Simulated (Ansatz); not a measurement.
Ansatz (a first-principles code) input (B3LYP/6-31G* with LANL2DZ past Ar): The .json file joins the Basis Set Exchange's 6-31G* for atoms up to Ar and LANL2DZ past it.

Ansatz 0.2 input:
```yaml
crystal:
  periodic: [false, false, false]
  atoms:
    - {symbol: Zn, position_ang: [-0.33194710, -0.31272664, -0.42440421]}
    - {symbol: Cl, position_ang: [1.76429203, 0.64401502, -1.04760041]}
    - {symbol: Cl, position_ang: [-1.17850302, -0.09214449, 1.79654901]}
basis:
  gaussian:
    orbitals: 6-31Gs+LANL2DZ.json
hamiltonian:
  xc: {name: B3LYP}
total_charge: -1
magnetization: {spin_polarized: true, initial_magnetization: 1}
phonons: {temperatures: {t_min: 298.15, t_max: 298.15, t_step: 100}}
```

Task: Which harmonic wavenumbers does it give?

Result: 83, 238, 263 cm⁻¹ (unscaled; negative means imaginary).
